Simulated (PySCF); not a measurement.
## Simulated absorption spectrum

Species: C₅H₆OP₂.
Structure used (GFN2-xTB), in Å, numbered top down from 1:
```xyz
14
C5H6OP2 angstrom
C     -2.419   -0.331   -0.054
O     -1.445    0.680   -0.120
C     -0.120    0.362   -0.037
C      0.328   -0.939    0.129
P      1.961   -1.505    0.243
C      2.903   -0.070    0.095
P      2.421    1.580   -0.104
C      0.702    1.484   -0.136
H     -2.308   -1.054   -0.869
H     -2.392   -0.856    0.907
H     -3.375    0.180   -0.156
H     -0.408   -1.729    0.197
H      3.976   -0.228    0.138
H      0.176    2.424   -0.256
```

Level of theory: PySCF 2.14.0, density-fitted response routines, TDDFT CAM-B3LYP/def2-SVPD, vertical, gas phase, core orbitals frozen in the response.

Each state is given a Gaussian of 0.3 eV full width at half maximum, with ε(max) = 2.175×10⁸ f / Δν̃ (Δν̃ the width in cm⁻¹). The width is an assumption, not a result. The curve ends short of the highest state used, and states not computed would add to its high-energy end.

E (eV), ε (L mol⁻¹ cm⁻¹) and a bar:
```
     3.73          2 
     3.78          8 
     3.82         21 
     3.86         52 
     3.90        117 
     3.95        278 
     3.99        500 
     4.03        816 
     4.07       1209 #
     4.11       1627 #
     4.16       2059 #
     4.20       2230 #
     4.24       2193 #
     4.28       1960 #
     4.33       1494 #
     4.37       1095 #
     4.41        767 
     4.45        568 
     4.50        547 
     4.54        716 
     4.58       1024 #
     4.62       1419 #
     4.67       1907 #
     4.71       2174 #
     4.75       2249 #
     4.79       2109 #
     4.83       1795 #
     4.88       1285 #
     4.92        907 #
     4.96        656 
     5.00        630 
     5.05       1148 #
     5.09       2321 #
     5.13       4587 ###
     5.17       8391 #####
     5.22      15768 #########
     5.26      23650 #############
     5.30      32551 ###################
     5.34      41235 ########################
     5.39      49540 ############################
     5.43      52631 ##############################
     5.47      51905 ##############################
     5.51      47565 ###########################
     5.55      40494 #######################
```

**Question.** Where are the band maxima, and which computed states make them?

**Answer.** 294 nm (4.21 eV), ε about 2200, made up of S1 (27%) and S2 (73%); 261 nm (4.74 eV), ε about 2300, made up of S4 (99%); 228 nm (5.44 eV), ε about 53000, made up of S5 (58%) and S6 (42%) (ε in L mol⁻¹ cm⁻¹; maxima over ε = 5, shares over 10%). The states used: S1 4.18 eV (f 0.0070); S2 4.22 eV (f 0.018); S3 4.69 eV (f 0.0004); S4 4.74 eV (f 0.025); S5 5.39 eV (f 0.373); S6 5.52 eV (f 0.294); S7 5.70 eV (f 0.0002); S8 6.15 eV (f 0.0088).

**Question.** Coming from long wavelengths, where does ε first pass 100 L mol⁻¹ cm⁻¹?

**Answer.** At about 318 nm (3.89 eV), 0.29 eV below S1.

**Question.** On this curve, what absorbance would a 10⁻⁵ mol/L sample give at 308 nm over a 1 cm path?

**Answer.** 308 nm is 4.025 eV, where ε is about 780 L mol⁻¹ cm⁻¹, so A = ε c l ≈ 0.0078 (Beer–Lambert, with the gas-phase spectrum and the assumed width).

**Question.** What would ε be at 5.44 eV, the highest of these maxima, with half the width (0.15 eV)?

**Answer.** About 73400 L mol⁻¹ cm⁻¹ against 52800, a factor of about 1.4; a lone state at its own centre would give exactly 2.

One conformer stands for the species.
